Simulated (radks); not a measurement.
Results of a calculation; reference values are marked as such.
Q: The arsenic ion As3+ is in [Ar] 3d10 4s2. Code: a radial shooting solver on a logarithmic mesh with Libxc functionals. Model: scalar-relativistic Kohn-Sham, BLYP, spin-polarised, spherical densities, finite nucleus; Fermi nuclear charge, rms radius of each element as measured or else 0.836 A^(1/3) + 0.57 fm. Open shells are filled with parallel spins first. One electron is removed from 3d, 3s, 4s, 3p in turn, with full relaxation. Which removal costs least, and what does each cost?

A: 4s 50.457 eV; 3d 87.545 eV; 3p 181.11 eV; 3s 237.85 eV. The 4s electron leaves first.
